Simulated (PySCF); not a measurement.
**Dipole response of Rb (rubidium, neutral)**

[Kr] 5s1, 2S determinant. All numbers are calculated (PySCF 2.14, scalar relativity by spin-free X2C-1e, in x2c-TZVPPall with one added diffuse shell each of s, p, d, f type (9s7p7d3f1g, 95 functions)). Coupled (time-dependent) response in atomic units; α is the mean over directions.

```tsv
method	mean α (bohr³)	C₆ (like pair)	S(−4)
UHF	483.7	8558	215300
PBE	360.0	5552	119800
PBE0	393.0	6308	142400
```

S(−4) is the Cauchy moment in α(ω) = α(0) + S(−4) ω² + …

Reference α: 319.8 ± 0.3 bohr³ (recommended; Schwerdtfeger and Nagle, table of static dipole polarizabilities (2023 update)). Published C₆: 4769 (Chu and Dalgarno (2004); Tang, Norbeck and Certain (1976)).

Hartree-Fock lies above the reference because it lacks correlation, which contracts the outer shell.

α(iu) at UHF:

```tsv
u (hartree)	α(iu) (bohr³)
0	483.7
0.0500	231.5
0.100	94.64
0.200	33.20
0.300	19.20
0.500	10.75
0.750	6.960
1.00	4.961
1.50	2.854
2.00	1.826
3.00	0.9179
5.00	0.3653
```
